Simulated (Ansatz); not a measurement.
System: carbon diselenide, CSe$_{2}$ (charge 0, singlet). 
Coordinates optimised at B3LYP-D3(BJ)/def2-TZVP (Ansatz, an electronic-structure program):
SMILES: [Se]=C=[Se]
```xyz
3

Se     0.0000     0.0000    -1.6965
C      0.0000     0.0000     0.0000
Se     0.0000     0.0000     1.6965
```

Parts of the frozen-core correlation energy in STO-3G (Ansatz, hartree). Frozen orbitals: 29; correlated occupied orbitals by spin: 8 and 8; virtual: 4 and 4. Spin-orbit coupling is left out. Non-relativistic.

```csv
term,value
reference (HF),-4784.48296
MP2 opposite-spin,-0.11739
MP2 same-spin,-0.04543
CCSD correlation,-0.15509
(T),-0.01307
FCI minus CCSD(T),-0.00197
T1 diagnostic,0.019
largest doubles amplitude,0.107
```
